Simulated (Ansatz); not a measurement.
## Four-centre ligand exchange

Start structure (AlSiH7SO, closed shell), relaxed at PBE0-D4/def2-TZVP:

```xyz
11
angstrom
Al 0.1439 -0.6952 -1.2829
S 2.1009 0.3073 -1.7444
H 0.1648 -2.2794 -1.2330
H -1.1478 0.1206 -1.7356
H 1.0711 0.3105 0.6368
O 0.1950 -0.1116 0.6190
Si -1.0896 0.6543 1.4212
H 2.8200 -0.8161 -1.5858
H -0.7067 0.7583 2.8476
H -1.3102 1.9952 0.8389
H -2.2413 -0.2436 1.2182
```

The step: AlH₃S ([AlH2][SH]) + SiH₄O ([OH][SiH3]) → AlSiH₅O ([AlH2][O][SiH3]) + H₂S (still joined by a long Al–S bond); bonds formed: S2–H5; dative contacts that become bonds: Al1–O6; bonds broken: H5–O6; bonds weakened to dative contacts: Al1–S2. Ansatz 0.2.0; basis: def2-TZVPP and def2-QZVPP; cores frozen in the correlated methods. Extrapolation: Hartree–Fock as exp(−7.88 √X), correlation as X^−2.97. Energies below are by CCSD(T) at an estimated basis limit (MP2 extrapolated from triple and quadruple zeta, plus CCSD(T) − MP2 in triple zeta).

(1) What are the electronic barrier and the energy of the step, from the start structure to the end structure? (Judge from chemistry; the value comes from the calculation.)

The T1 diagnostic stays at or below 0.012. The end structure is not quite a true minimum (one mode of 27i cm⁻¹).

Answers

(1) Computed: Barrier 10.76 kcal/mol; step energy -1.77 kcal/mol (downhill); reverse barrier, their difference, 12.53 kcal/mol. Barrier and step energy count from the start structure, the reverse barrier from the end structure.

The saddle point: One imaginary mode of 952i cm⁻¹.
```tsv
pair	start (Å)	saddle (Å)	end (Å)
Al1–O6	1.99	1.83	1.71
S2–H5	2.59	1.58	1.34
Al1–S2	2.25	2.41	2.56
H5–O6	0.97	1.30	3.20
```

Zero-point energy (harmonic, PBE0-D4): ZPE is 40.23 kcal/mol at the start and 36.97 kcal/mol at the saddle, so the barrier goes from 10.76 to 7.49 kcal/mol.

Labels in which every atom is bracketed show which atoms are joined, not bond orders.

For scale, one of the runs: CCSD(T)/def2-TZVPP, 255 basis functions, launched by `ansatz run in.yaml --threads 4 --pin off --events-out ev --progress --plain --max-ram 9574MiB`. The run took 4.5 min on 4 CPU threads of an AMD EPYC (shared host), with 5.1 GiB of host memory at its peak.
